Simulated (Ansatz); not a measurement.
Computed with Ansatz on PBE0-D4/def2-TZVP structures; ΔE is electronic, products minus reactants. CCSD(T)/CBS is the MP2 limit (def2-TZVPP, def2-QZVPP) plus CCSD(T) − MP2 in def2-TZVPP, frozen cores. DFT in def2-TZVPP. B3LYP here is the variant with VWN-RPA as its local correlation; programs differ in this. HSE06 is defined as in plane-wave codes. For Zn outer-core shells are correlated without core-valence functions, which leaves a few kJ/mol of doubt a bond. Scalar relativity is left out up to krypton. Each species was taken in one conformer, which may not be the lowest.

Reaction (redistribution): `[F][Zn][O][SiH3]` + `O[SiH]1BO1` → `[OH][Zn][O][SiH3]` + `F[SiH]1BO1`

`[F][Zn][O][SiH3]`:

```xyz
7

F     2.792    1.887   -1.598
Zn    1.458    0.892   -1.108
O     0.111   -0.137   -0.686
Si   -0.856   -0.557    0.554
H    -1.833   -1.569    0.077
H    -0.071   -1.138    1.680
H    -1.602    0.621    1.081
```

`O[SiH]1BO1`:

Cartesian coordinates in Å:
```
O -0.971 -0.527 1.329
Si 0.071 0.298 0.379
B -0.051 0.323 -1.502
O 0.745 -0.610 -0.936
H -0.648 -0.864 2.167
H 1.167 0.852 1.207
H -0.313 0.527 -2.644
```

`[OH][Zn][O][SiH3]`:

Cartesian coordinates in Å:
```
O 1.245 1.868 2.359
Zn 0.363 0.809 1.261
O -0.664 -0.175 0.234
Si -0.751 -0.861 -1.234
H 2.159 1.625 2.513
H -2.084 -1.498 -1.400
H -0.565 0.141 -2.323
H 0.297 -1.910 -1.408
```

`F[SiH]1BO1`:

Cartesian coordinates in Å:
```
F 0.674 0.357 -1.912
Si -0.192 -0.201 -0.699
B 0.409 -0.179 1.087
O -0.262 0.900 0.621
H -1.531 -0.492 -1.245
H 0.902 -0.386 2.148
```

Q: Is it downhill or uphill in electronic energy at CCSD(T)/CBS, and by how much? (Best estimate.)

A: Ansatz gave: Downhill: ΔE = -7.6 kJ/mol.

Q: What do these levels give: r2SCAN-D4, B97M-V, B3LYP-D4, HSE06-D4, BLYP, HF/CBS(def2)? (Best estimate.)

A: Computed: r2SCAN-D4 -9.6, B97M-V -8.2, B3LYP-D4 -8.4, HSE06-D4 -7.0, BLYP -10.9, HF/CBS(def2) 2.2 kJ/mol.

Largest T1 diagnostic among the species: 0.017.

In def2-TZVPP, CCSD(T) changes the Hartree–Fock value by −10.2 kJ/mol (the triples alone add −1.3 kJ/mol) and MP2 by −12.6 kJ/mol. From BLYP to BHLYP (50 % exact exchange), in def2-TZVPP and without D4, ΔE moves by +5.0 kJ/mol. At CCSD(T), def2-SVP lies +12.5 kJ/mol from the extrapolated value and def2-TZVPP −2.4 kJ/mol.
